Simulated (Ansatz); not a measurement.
```yaml
crystal:
  periodic: [false, false, false]
  atoms:
    - {symbol: C, position_ang: [-1.003497, -0.584702, 0.314239]}
    - {symbol: N, position_ang: [0.148161, 0.282485, 0.405806]}
    - {symbol: B, position_ang: [1.114134, 0.530105, -0.552779]}
    - {symbol: Cl, position_ang: [1.071475, -0.238111, -2.138370]}
    - {symbol: Cl, position_ang: [2.431651, 1.647592, -0.184547]}
    - {symbol: H, position_ang: [-1.932462, -0.018859, 0.425939]}
    - {symbol: H, position_ang: [-1.013924, -1.071906, -0.658917]}
    - {symbol: H, position_ang: [-0.974648, -1.358229, 1.086320]}
    - {symbol: H, position_ang: [0.247610, 0.765327, 1.285107]}
basis:
  gaussian: {orbitals: x2c-TZVPPall}
magnetization: {spin_polarized: true, initial_magnetization: 2}
hamiltonian: {xc: {name: PBE-QIDH}}
output: {forces: true}
```

```sh
$ ansatz run in.yaml --threads 4 --pin off --events-out ev --progress --plain --max-ram 10444MiB
```

Shortened log:

```
Functional definition: PBE-QIDH
1397 factors; integrals over basis functions are off by at most 9.4e-4 eV
mean field evaluation 1: about -28358.8835 eV, gradient 3.3e1 eV
mean field evaluation 2: about -28359.1438 eV, gradient 3.3e1 eV
mean field evaluation 4: about -28365.0677 eV, gradient 1.2e1 eV
mean field evaluation 8: about -28365.9860 eV, gradient 6.0e-1 eV
mean field evaluation 16: about -28365.9968 eV, gradient 4.3e-3 eV
mean field -28365.99676990 eV, -1042.4311541307 hartree, gradient 7.6e-6 eV, S^2 2.018020; 1 other end points of the search recorded, 0 dependent functions left out
13 core orbitals not correlated: weight in the atoms' cores, before any rotation towards them, 1.000 or more for the frozen orbitals, at most 0.000 for the correlated occupied ones
reference -28365.99678257 eV, -1042.4311545961 hartree; 16, 14 occupied and 204, 206 virtual orbitals, 1397 factors
second order -25.37386527 eV of doubles, -0.00000000 eV of singles
Total energy: -28374.45473765 eV, -1042.7419787126 hartree
Relativity: scalar
Atom 0 at    -1.003497    -0.584702     0.314239 Å, force     0.561922     0.098961    -0.535606 eV/Å
Atom 1 at     0.148161     0.282485     0.405806 Å, force    -5.683545    -1.792985     4.925538 eV/Å
Atom 2 at     1.114134     0.530105    -0.552779 Å, force     5.124078     1.242151    -5.255585 eV/Å
Atom 3 at     1.071475    -0.238111    -2.138370 Å, force    -0.369115    -0.363870    -0.212850 eV/Å
Atom 4 at     2.431651     1.647592    -0.184547 Å, force    -0.035867     0.212677     0.511517 eV/Å
Atom 5 at    -1.932462    -0.018859     0.425939 Å, force     0.189145     0.122744     0.170631 eV/Å
Atom 6 at    -1.013924    -1.071906    -0.658917 Å, force     0.154075     0.195449     0.145351 eV/Å
Atom 7 at    -0.974648    -1.358229     1.086320 Å, force     0.098277     0.247429     0.117247 eV/Å
Atom 8 at     0.247610     0.765327     1.285107 Å, force    -0.038971     0.037444     0.133756 eV/Å
Dipole moment:    -1.104703    -0.352167     0.946288 e Å
```

Hardware: 4 threads of an Arm Neoverse V2 on a shared host. Wall time 24 s, peak host memory 1.2 GiB.
